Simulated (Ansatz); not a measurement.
CH4FNbO2 (`[CH3][Nb](=[O])([OH])[F]`). Total charge 0; spin multiplicity 1. Correlated methods include outer-core shells of Nb, which these sets cover unevenly. Nb: def2 effective core potential.

Cartesian coordinates in Å:
```
C 0.384 0.073 1.330
Nb 0.198 -0.114 -0.801
O 0.721 1.377 -1.402
O -1.631 -0.359 -1.189
F 1.313 -1.500 -1.392
H -0.200 0.922 1.697
H 1.432 0.247 1.594
H 0.037 -0.838 1.827
H -2.256 0.191 -1.665
```

Question: Give the diagnostics of a CCSD(T)/def2-TZVPP run (frozen core, Ansatz). (An estimate is asked.)

Answer: The calculation gave: T1 = 0.0216, largest single amplitude 0.041, largest double 0.038, (T) share of the correlation energy 4.6 %, 12 CCSD cycles. The RHF solution is stable towards an unrestricted one. T1 lies over the customary mark of 0.02 for closed shells; compounds of d metals often pass it without a breakdown.
